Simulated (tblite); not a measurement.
C5H7B2BrO2.
Atom-mapped SMILES: `[CH3:1][B:2]([O:3][BH:4][Br:5])[c:6]1[cH:7][cH:8][cH:9][o:10]1` (hydrogens: H11, H12, H13 on C1; H14 on B4; H15 on C7; H16 on C8; H17 on C9)

Computed with GFN2-xTB (tblite), gas phase: L-BFGS steps from a force-field or distance-geometry start until the largest atomic force falls under 0.01 eV/Å.

At the end of the run (lengths in Å): O3–B4 1.288, B2–O3 1.326, B4–Br5 1.904, C6–O10 1.361, C7–C8 1.408, B4–H14 1.177, C1–H13 1.087, B2–O3–B4 172.5°, B2–C6–C7 131.2°, O3–B2–C6 118.1°, O3–B4–Br5 119.0°, C1–B2–C6–C7 -177°, H11–C1–B2–O3 15°, H15–C7–C6–B2 -1°.

Question: These geometries were met on the way; a selection of coordinates is given. Order them by energy above the end point, lowest first.
A. O3–B4 1.472, B2–O3 1.477, B4–Br5 1.989, C6–O10 1.309, C7–C8 1.369, B4–H14 1.188, C1–H13 1.119, B2–O3–B4 105.6°, B2–C6–C7 125.8°, O3–B2–C6 120.9°, O3–B4–Br5 120.8°, C1–B2–C6–C7 174°, H11–C1–B2–O3 -2°, H15–C7–C6–B2 -1°
B. O3–B4 1.293, B2–O3 1.346, B4–Br5 1.909, C6–O10 1.363, C7–C8 1.408, B4–H14 1.174, C1–H13 1.091, B2–O3–B4 166.4°, B2–C6–C7 133.0°, O3–B2–C6 121.2°, O3–B4–Br5 123.2°, C1–B2–C6–C7 165°, H11–C1–B2–O3 21°, H15–C7–C6–B2 -7°
C. O3–B4 1.302, B2–O3 1.358, B4–Br5 1.906, C6–O10 1.360, C7–C8 1.411, B4–H14 1.180, C1–H13 1.086, B2–O3–B4 147.9°, B2–C6–C7 131.2°, O3–B2–C6 113.9°, O3–B4–Br5 115.6°, C1–B2–C6–C7 177°, H11–C1–B2–O3 21°, H15–C7–C6–B2 -6°
D. O3–B4 1.283, B2–O3 1.401, B4–Br5 1.950, C6–O10 1.401, C7–C8 1.404, B4–H14 1.214, C1–H13 1.088, B2–O3–B4 117.9°, B2–C6–C7 129.1°, O3–B2–C6 118.9°, O3–B4–Br5 122.8°, C1–B2–C6–C7 175°, H11–C1–B2–O3 6°, H15–C7–C6–B2 1°
E. O3–B4 1.300, B2–O3 1.354, B4–Br5 1.907, C6–O10 1.367, C7–C8 1.405, B4–H14 1.173, C1–H13 1.080, B2–O3–B4 154.6°, B2–C6–C7 132.2°, O3–B2–C6 123.5°, O3–B4–Br5 119.2°, C1–B2–C6–C7 177°, H11–C1–B2–O3 15°, H15–C7–C6–B2 2°

Answer: E (0.201 eV), B (0.352 eV), C (0.591 eV), D (0.968 eV), A (1.761 eV).

| step | E above end (eV) | rms distance from the end, all atoms (Å) | largest force (eV/Å) | rms shift of all bonds from the end (Å) |
| --- | --- | --- | --- | --- |
| 50 | 0.201 | 0.407 | 0.374 | 0.009 |
| 36 | 0.352 | 0.550 | 0.336 | 0.006 |
| 13 | 0.591 | 0.710 | 0.356 | 0.009 |
| 2 | 0.968 | 0.740 | 2.334 | 0.026 |
| 0 | 1.761 | 0.755 | 4.485 | 0.065 |

Rows stand in the order of the answer.
